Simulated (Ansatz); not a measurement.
Ansatz (a quantum-chemistry and plane-wave program) input (revPBE/def2-TZVPD):

Ansatz 0.2 input:
```yaml
crystal:
  periodic: [false, false, false]
  atoms:
    - {symbol: C, position_ang: [2.35228743, -0.33253513, 0.20901274]}
    - {symbol: B, position_ang: [0.82872041, -0.25613501, 0.48736946]}
    - {symbol: S, position_ang: [-0.47836516, 0.24007367, -0.55551609]}
    - {symbol: C, position_ang: [-1.99510106, 0.06733854, 0.46156801]}
    - {symbol: H, position_ang: [2.71239482, -1.35375673, 0.36681765]}
    - {symbol: H, position_ang: [2.64093337, -0.02296925, -0.80137626]}
    - {symbol: H, position_ang: [2.89716866, 0.29160432, 0.92383064]}
    - {symbol: H, position_ang: [-1.93474760, 0.71897338, 1.32892437]}
    - {symbol: H, position_ang: [-2.11412451, -0.96604489, 0.77535106]}
    - {symbol: H, position_ang: [-2.83450259, 0.36286914, -0.16562189]}
basis:
  gaussian:
    orbitals: def2-TZVPD
hamiltonian:
  xc: {name: revPBE}
magnetization: {spin_polarized: true, initial_magnetization: 1}
output: {forces: true}
```

End of the output:

```
integrals: 0.12 GiB planned
1112 factors; their error is unknown
0.35 GiB of the device are held for the grids
1.04 GiB of device memory are held for the factors and their scratch space
mean field: 1.05 GiB planned
mean field evaluation 1: about -13667.3415 eV, gradient 5.4e1 eV
mean field evaluation 2: about -13645.4356 eV, gradient 7.7e1 eV
mean field evaluation 4: about -13680.6477 eV, gradient 1.0e1 eV
mean field evaluation 8: about -13681.2898 eV, gradient 2.8e-1 eV
mean field evaluation 16: about -13681.2558 eV, gradient 3.9e-4 eV
mean field -13681.25575346 eV, -502.7768754516 hartree, gradient 1.6e-5 eV, S^2 0.754683; 0 other end points of the search recorded, 0 dependent functions left out
the calculation of the forces begins
reference -13681.25584055 eV, -502.7768786518 hartree; 20, 19 occupied and 191, 192 virtual orbitals, 1112 factors
Total energy: -13681.25584055 eV, -502.7768786518 hartree
Atom 0 at     2.352287    -0.332535     0.209013 Å, force    -0.073413     0.010640    -0.007272 eV/Å
Atom 1 at     0.828720    -0.256135     0.487369 Å, force    -0.038570    -0.041056     0.134723 eV/Å
Atom 2 at    -0.478365     0.240074    -0.555516 Å, force    -0.049824     0.075969    -0.208917 eV/Å
Atom 3 at    -1.995101     0.067339     0.461568 Å, force     0.064704     0.012274    -0.058445 eV/Å
Atom 4 at     2.712395    -1.353757     0.366818 Å, force     0.111085    -0.273134     0.052402 eV/Å
Atom 5 at     2.640933    -0.022969    -0.801376 Å, force     0.096116     0.079689    -0.267372 eV/Å
Atom 6 at     2.897169     0.291604     0.923831 Å, force     0.159381     0.158075     0.198461 eV/Å
Atom 7 at    -1.934748     0.718973     1.328924 Å, force     0.015519     0.192149     0.250115 eV/Å
Atom 8 at    -2.114125    -0.966045     0.775351 Å, force    -0.037041    -0.300895     0.088266 eV/Å
Atom 9 at    -2.834503     0.362869    -0.165622 Å, force    -0.247957     0.086288    -0.181961 eV/Å
Dipole moment:    -0.110007    -0.010508     0.067693 e Å
```

It need not be the lowest isomer of its formula.
